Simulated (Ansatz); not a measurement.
Reaction (substitution at a C–N bond): `CBNCF` + `B[SeH]` → `B[Se]CF` + `CBN`

Calculated with Ansatz (gas phase, PBE0-D4/def2-TZVP geometries, no zero-point term in ΔE). CBS: MP2 limit from def2 TZ/QZ plus the TZ coupled-cluster correction, frozen cores. For Se outer-core shells are correlated without core-valence functions, which leaves a few kJ/mol of doubt a bond. Scalar relativity is left out up to krypton. Each species was taken in one conformer, which may not be the lowest.

`CBNCF`:

Z-matrix (Å, degrees):
```
C
B 1 1.564
H 1 1.095 2 110.4
H 1 1.095 2 110.0 3 -115.9
H 1 1.093 2 114.5 3 122.3
N 2 1.400 1 122.0 3 -122.0
H 2 1.201 1 121.6 3 57.2
C 6 1.413 2 125.7 1 -177.6
H 6 1.010 2 119.9 1 -1.6
F 8 1.388 6 111.2 2 102.5
H 8 1.091 6 109.3 2 -16.3
H 8 1.094 6 111.7 2 -139.1
```

`B[SeH]`:

```xyz
5

B    -0.376   -0.064   -0.511
Se    0.079    0.637    1.194
H     0.344   -0.825   -1.073
H    -1.413    0.307   -0.963
H     1.366   -0.055    1.353
```

`B[Se]CF`:

Z-matrix (Å, degrees):
```
C
Se 1 1.956
F 1 1.367 2 111.0
H 1 1.091 2 108.0 3 119.1
H 1 1.090 2 108.1 3 -120.0
B 2 1.893 1 100.4 3 98.5
H 6 1.191 2 116.8 1 -179.5
H 6 1.192 2 119.9 1 1.2
```

`CBN`:

```xyz
9

C    -1.005   -0.561    0.243
B     0.159    0.489    0.281
N     1.266    0.393   -0.556
H    -1.957   -0.066    0.022
H    -1.136   -1.021    1.228
H    -0.864   -1.362   -0.488
H     0.130    1.420    1.043
H     2.022    1.056   -0.547
H     1.386   -0.347   -1.227
```

```tsv
level	ΔE (kJ/mol)
HF/def2-TZVPP	20.1
SCS-MP2/def2-TZVPP	7.0
HF/def2-QZVPP	20.0
HF/CBS(def2)	19.9
```

Q: What does CCSD(T)/CBS give? (Estimate.)

A: Ansatz gave: +6.3 kJ/mol. The listed levels differ from it by 13.8, 0.7, 13.7, 13.6 kJ/mol.

Largest T1 diagnostic among the species: 0.013.

In def2-TZVPP, CCSD(T) changes the Hartree–Fock value by −11.7 kJ/mol (the triples alone add −2.2 kJ/mol) and MP2 by −15.3 kJ/mol. From PBE to PBE0 (25 % exact exchange), in def2-TZVPP and without D4, ΔE moves by +4.5 kJ/mol.
